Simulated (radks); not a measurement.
Results of a calculation; reference values are marked as such.
Task: Rh XII, 34 electrons, occupied as [Ar] 3d10 4s2 4p4 (the NIST ground configuration). Level of theory: Dirac Kohn-Sham, LDA (Slater exchange, Perdew-Wang correlation), spin-unpolarised, spherical densities, finite nucleus; open shells are shared between the two j in proportion to 2j + 1; Fermi nuclear charge, rms radius 4.4945 fm (a radial shooting solver on a logarithmic mesh with Libxc functionals). Some entries of the table are withheld. Estimate them.

orbital     occ.  eigenvalue (eV)  <r^2> (bohr^2)  r(max) (bohr)
1s1/2          2        -23223.47        0.001441        0.02120
2s1/2          2        -3561.147         0.02371         0.1200
2p1/2          2        -3316.460         0.01777        0.09293
2p3/2          4        -3171.996         0.01911        0.09702
3s1/2          2        -815.1859          0.1736         0.3512
3p1/2          2        -719.3714          0.1692            (1)
3p3/2          4        -694.2112          0.1784            (2)
3d3/2          4              (3)          0.1586         0.2877
3d5/2          6              (4)          0.1614         0.2904
4s1/2          2        -280.0849          0.9079         0.8453
4p1/2    1.33333        -247.7052          0.9869         0.8728
4p3/2    2.66667        -242.3640           1.027         0.8921

Result: 
(1) 3p1/2 r(max) (bohr): 0.3374
(2) 3p3/2 r(max) (bohr): 0.3471
(3) 3d3/2 eigenvalue (eV): -524.3756
(4) 3d5/2 eigenvalue (eV): -519.3649
